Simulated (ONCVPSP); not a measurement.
## zinc, ONCV: configuration errors across variants

ONCVPSP 4.0.1 input, shortened (lines: element, Z, core and valence counts, functional; n l f; lmax; l rc ep ncon nbas qcut; lloc lpopt rc5 dvloc0; l nproj debl; icmod fcfact rcfact), PBEsol, scalar-relativistic:

```
  Zn 30.00    5    3  -116133      upf
    1    0    2.00
    2    0    2.00
    2    1    6.00
    3    0    2.00
    3    1    6.00
    3    2   10.00
    4    0    1.75
    4    1    0.25
    2
    0    2.05    0.00    4    7    3.30
    1    3.05    0.00    4    8    2.60
    2    0.95    0.00    4    8   19.90
    4    5    0.60    4.00
    0    2    2.60
    1    2    0.80
    2    3    2.60
    1    0.55    0.00
```

All-electron excitation energies from the reference (eV): (1) 3d10 4s2 4p0 -1.243; (2) 3d10 4s1 4p0 8.658; (3) 3d10 4s0 4p2 9.361.

2 further variants failed, have other tests or too few solved ones, and are left out.

A true bound ghost makes a file unfit for plane-wave use even where its test errors are small: the radial tests pick states by their node count and pass the ghost by.

Errors AE − PS in meV (a dash: test not solved or not reliable):

| change | (1) | (2) | (3) | bound ghosts | GHOST(+) flags above zero |
| --- | --- | --- | --- | --- | --- |
| base | +0.2 | -8.2 | +6.7 | s, p | none |
| d: debl 1.6 | +0.2 | -8.2 | +6.7 | s, p | none |
| core correction polynomial model core, fcfact 0.9 | +0.2 | -8.2 | +6.6 | s, p | none |
| p: nbas 9 | +0.2 | -8.2 | +7.4 | s, p | none |
| p: qcut 3.2 | +0.1 | -8.0 | +4.2 | s, p | none |
| s: nproj 1 | +0.2 | -6.9 | +6.7 | s, p | none |
| s: rc 1.72 | +0.1 | -8.5 | +6.7 | s, p | none |

(1) Give the same row for: core correction Teter function, fcfact 2.25, rcfact 1.1.

Results:

(1) +0.3, -5.9, +14; bound ghosts: s, p; GHOST(+) flags above zero: none.
